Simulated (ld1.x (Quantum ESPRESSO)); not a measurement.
Te: one change to a TM semilocal potential, before and after

```json
{
  "Element": "tellurium",
  "Generator": "ld1.x (Quantum ESPRESSO) 7.5",
  "Type": "norm-conserving Troullier–Martins (semilocal form)",
  "Functional": "PBE",
  "Relativity": "scalar-relativistic",
  "Frozen core": "[Kr] 4d10",
  "Valence charge": "6",
  "Reference configuration": "5s2 5p2 (charge +2)",
  "Partial waves": "5s (bound): rc 1.80 bohr; 5p (bound): rc 2.00 bohr",
  "Local potential": "the p channel",
  "Core correction": "none"
}
```

All-electron outer shells of the reference configuration (PBE, scalar-relativistic, ld1.x):

```csv
shell,level (eV),outermost node (bohr),outermost maximum (bohr)
5s,-32.71,0.91,1.75
5p,-22.30,0.99,2.04
```

Change: core correction a·sin(br)/r model core inside 1.70 bohr.

Cutoffs: the cutoffs (Ry, on a coarse ladder) from which the occupation-weighted sum of valence levels, in a spherical-Bessel basis at the reference potential, stays within 10 and 1 mRy of its value at 400 Ry; they do not see the model core or the augmentation charge, which bear on the density cutoff. Errors are all-electron minus pseudo energies relative to the spin-unpolarised reference configuration.

Task: What does the change do?

Result: The potential gets neither clearly harder nor softer (30 Ry and 40 Ry → 30 Ry and 40 Ry); of the 7 tests that both files solve, the error grows in 1 and shrinks in 6 by more than 15 % and 0.3 meV (median size 7.5 → 5.2 meV); neither file shows a bound ghost. A semilocal file is local in each channel, so a ghost entry of none says nothing of the separable form that plane-wave codes build from it. A model core, the more so a compact one, raises the density cutoff, which this test does not measure.

```tsv
quantity	base	changed
cutoff, loose	30 Ry	30 Ry
cutoff, tight	40 Ry	40 Ry
bound ghosts	none	none
error for 5s2 5p4, meV [ΔE -27.65 eV]	+7.5	-5.2
error for 5s2 5p3, meV [ΔE -17.92 eV]	+4.5	-1.3
error for 5s2 5p1, meV [ΔE 26.90 eV]	-3.1	-23
error for 5s1 5p4, meV [ΔE -8.08 eV]	+9.1	-0.8
error for 5s0 5p6, meV [ΔE -8.95 eV]	+23	-13
error for 5s2 5p4.3, meV [ΔE -29.12 eV]	+8.8	-5.3
error for 5s2 5p3.5, meV [ΔE -23.76 eV]	+5.9	-3.7
s: phases at 2.21 bohr within 0.05 rad from the reference energy up to (Ry; the scan ends near 5)	2.2	2.2
p: phases at 2.21 bohr within 0.05 rad from the reference energy up to (Ry; the scan ends near 5)	3.2	3.2
```
